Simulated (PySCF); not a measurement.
PBE0 beside CCSD(T) along the 4d metals: bonds to Cl

PBE0 and CCSD(T) in PySCF with def2-TZVPP on every atom (core potentials on Y, Mo, Ru, Rh, Ag), for the lowest determinant that a PBE0 search found; no spin–orbit coupling.

```tsv
molecule	state (unpaired electrons)	PBE0 Re (Å)	PBE0 ωe (cm⁻¹)	PBE0 De (eV)	CCSD(T) Re (Å)	CCSD(T) ωe (cm⁻¹)	CCSD(T) De (eV)
YCl	singlet (closed shell)	2.377	382	5.22	2.411	374	5.35
MoCl	sextet (σ ↑, π ↑↑, δ ↑↑)	2.281	380	3.79	2.294	383	3.65
RuCl	quartet (π ↑↑, δ ↑)	2.213	361	3.51	2.224	364	3.43
RhCl	triplet (σ ↑, δ ↑)	2.253	361	3.48	2.265	361	3.35
AgCl	singlet (closed shell)	2.285	337	3.10	?	?	?
```

Task: Estimate the CCSD(T) values of AgCl by adding the mean shift from PBE0 to CCSD(T) of the other rows, and compare with the calculation.

Result: The mean shifts are +1.8 pm, -0 cm⁻¹ and -0.05 eV, which give 2.303 Å, 336 cm⁻¹ and 3.04 eV. CCSD(T)/def2-TZVPP gives Re = 2.289 Å, ωe = 340 cm⁻¹, De = 3.03 eV.

Task: What are the mean differences of PBE0 from CCSD(T) over the whole series?

Result: Re -1.5 pm, ωe -0 cm⁻¹, De +0.06 eV.

In a basis of this size CCSD(T) is itself not converged; it tends to give bonds that are too long and too weak.

Correlated steps freeze 5 core orbitals. The metal atom is held in its measured ground configuration; semilocal functionals can put another filling of s and d lower by some tenths of an eV, and De to that atom would be smaller. These are scalar-relativistic numbers at best; spin–orbit coupling would shift them, the dissociation energy most. Where the molecule has an RHF reference, its open-shell atoms are computed with UHF.
